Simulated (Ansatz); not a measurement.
Ideal-gas functions of CHBOS2, SMILES `O=C1SB1S` at 298.15 K and 1 bar, from an Ansatz frequency run at PBE0-D4/def2-TZVP.

Molar mass 103.96 g/mol, point group Cs (symmetry number 1), electronic degeneracy 1, moments of inertia 117.856, 220.864, 338.72 u Å². Harmonic wavenumbers (cm⁻¹, unscaled): 121, 207, 229, 325, 440, 485, 544, 781, 999, 1134, 2172, 2710.

Use S(trans) = R[1.5 ln M + 2.5 ln T − 1.1517]; rotational temperatures θ = 24.2544 K / I; S(rot) = R[ln(√π/σ · √(T³/θAθBθC)) + 1.5]; for each mode x = 1.438777 ν̃/T, S = R[x/(eˣ − 1) − ln(1 − e⁻ˣ)] and H = RT x/(eˣ − 1); 1 cm⁻¹ = 0.0119627 kJ/mol; R = 8.31446 J/(mol·K).

Question: By hand: the entropy, in J/(mol·K).

Answer: Translation 166.8. Rotation: θ = 0.2058, 0.1098, 0.0716 K, giving 115.0. Vibration, mode by mode: 12.90, 8.66, 7.89, 5.38, 3.46, 2.92, 2.33, 0.93, 0.39, 0.23, 0.00, 0.00, in all 45.1. Electronic 0.0. Sum 326.9 J/(mol·K).

Question: By hand: H − E and G − E in kJ/mol, counted from the electronic energy.

Answer: Zero-point energy ½ × 10147 × 0.0119627 = 60.7; thermal vibration 7.9; translation, rotation and pV give 4 RT = 9.9. H − E = 78.5 kJ/mol, and G − E = 78.5 − 298.15 × 326.9/1000 = -19.0 kJ/mol.

Vibration gives 14 % of the entropy, 12.9 J/(mol·K) of it from the mode under 150 cm⁻¹: soft modes count most, and the harmonic formula is weakest for them. The sum counts one conformer and one mirror image; others add a mixing term.
